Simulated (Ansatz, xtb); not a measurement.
# Isomers of FH3N3Si in order of energy

10 gas-phase structures of FH3N3Si, found in a search over its isomers (lower ones may exist). Each was relaxed with GFN2-xTB; where two conformers were screened, the lower at r2SCAN-D4/def2-SVP is listed:

A. `[H]/N=[Si](\F)N[NH]`, a doublet
B. `[N]=N[Si@H](N)F`, a doublet
C. `N[Si@]1(F)[N]N1`, a doublet
D. `[NH]/[Si](F)=N\N`, a doublet
E. `[H]/N=N/[Si@H]([NH])F`, a doublet
F. `[NH][Si]1(F)NN1`, a doublet
G. `[H]/N=N/[Si](N)F`, a doublet
H. `[H]/N=[Si](/F)N[NH]`, a doublet
I. `[H]/N=N\[Si](N)F`, a doublet
J. `[N]=[Si](F)NN`, a doublet

Task: Make a reasoned guess at their ranking by r2SCAN-D4/def2-SVP single-point energy.

Result: Calculated order at r2SCAN-D4/def2-SVP: B (0.000), C (1.016), D (1.581), G (1.695), A (1.717), H (1.751), I (1.854), F (2.281), E (2.412), J (3.270) eV. Less than 1 kcal/mol parts G and A; A and H, so the order within those pairs means little.

Energies above the lowest of each column, in eV; the last columns are at PBE0-D3(BJ)/pcseg-1 geometries and were run for some of them only (a dash: not run or not comparable):

| structure | GFN2-xTB | HF/STO-3G | r2SCAN-D4/def2-SVP | PBE0-D3(BJ)/pcseg-1 | CCSD(T)/def2-SVP |
| --- | --- | --- | --- | --- | --- |
| B | 0.000 | 0.000 | 0.000 | 0.000 | 0.000 |
| C | 0.778 | 1.530 | 1.016 | 1.088 | 1.425 |
| D | 0.307 | 3.076 | 1.581 | – | – |
| G | 0.362 | 2.711 | 1.695 | – | – |
| A | 0.698 | 2.997 | 1.717 | – | – |
| H | 0.472 | 3.073 | 1.751 | – | – |
| I | 0.476 | 3.180 | 1.854 | – | – |
| F | 1.185 | 2.895 | 2.281 | – | – |
| E | 1.439 | 3.119 | 2.412 | – | – |
| J | 1.570 | 3.613 | 3.270 | – | – |

Every level run on B puts it lowest or level with the lowest. Some further structures that were screened fall inside this span and aren't listed. Flexible structures stand in one conformer each, not always the lowest. Frequencies (PBE0-D3(BJ)/pcseg-1) were run for B, C alone. Open shells are spin-unrestricted, some with notable spin contamination.

Over these structures GFN2-xTB departs from r2SCAN-D4/def2-SVP by 0.377 eV on average once a common shift is removed. A GFN2-xTB relaxation took about 0.09 s and the r2SCAN-D4/def2-SVP energy about 1.3 s on a shared host (Ansatz 0.2.0, xtb 6.7.1).
